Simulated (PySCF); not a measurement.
Species, as SMILES: [BH] (BH) (closed-shell singlet).
Geometry (B3LYP-D3(BJ)/def2-TZVP, fixed):
```
B
H 1 1.2331
```
Charge 0, spin multiplicity 1.

Basis-set convergence of the mean static polarisability at PBE with PySCF. All functions are spherical. Density fitting with generated auxiliary sets. No added dispersion term, no relativity. Reference: the value in aug-cc-pV5Z, 24.14 bohr³. Deviations are taken from unrounded values.

| basis | functions | mean static polarisability (bohr³) |
|---|---|---|
| cc-pVDZ | 19 | 18.77 |
| aug-cc-pVDZ | 32 | 23.56 |
| def2-SVP | 19 | 19.42 |
| def2-SVPD | 28 | 22.50 |
| pcseg-1 | 19 | 19.72 |
| aug-pcseg-1 | 32 | 23.84 |
| 6-311G** | 24 | 19.52 |
| 6-311+G** | 28 | 21.49 |
| def2-TZVP | 37 | 21.32 |
| def2-TZVPD | 46 | 23.72 |
| cc-pVTZ | 44 | 20.78 |
| aug-cc-pVTZ | 69 | 24.02 |
| pcseg-2 | 44 | 21.38 |
| aug-pcseg-2 | 69 | 24.07 |
| def2-TZVPP | 45 | 21.40 |
| def2-TZVPPD | 54 | 23.77 |
| cc-pVQZ | 85 | 22.00 |
| aug-cc-pVQZ | 126 | 24.11 |
| def2-QZVPP | 87 | 22.27 |
| def2-QZVPPD | 96 | 24.03 |
| pcseg-3 | 93 | 22.83 |
| aug-pcseg-3 | 134 | 24.13 |
| cc-pV5Z | 146 | 22.80 |
| aug-cc-pV5Z | 207 | 24.14 |

What the diffuse functions change, pair by pair:
- cc-pVDZ to aug-cc-pVDZ: 13 more functions, deviation -22.2 to -2.4 %
- def2-SVP to def2-SVPD: 9 more functions, deviation -19.6 to -6.8 %
- pcseg-1 to aug-pcseg-1: 13 more functions, deviation -18.3 to -1.2 %
- 6-311G** to 6-311+G**: 4 more functions, deviation -19.1 to -11.0 %
- def2-TZVP to def2-TZVPD: 9 more functions, deviation -11.7 to -1.7 %
- cc-pVTZ to aug-cc-pVTZ: 25 more functions, deviation -13.9 to -0.5 %
- pcseg-2 to aug-pcseg-2: 25 more functions, deviation -11.4 to -0.3 %
- def2-TZVPP to def2-TZVPPD: 9 more functions, deviation -11.3 to -1.5 %
- cc-pVQZ to aug-cc-pVQZ: 41 more functions, deviation -8.8 to -0.1 %
- def2-QZVPP to def2-QZVPPD: 9 more functions, deviation -7.7 to -0.4 %
- pcseg-3 to aug-pcseg-3: 41 more functions, deviation -5.4 to 0.0 %
- cc-pV5Z to aug-cc-pV5Z: 61 more functions, deviation -5.5 to 0.0 %

Leaving out the reference's own pair, they bring the value nearer the reference by more than 0.1 % in 11 of 11 pairs.
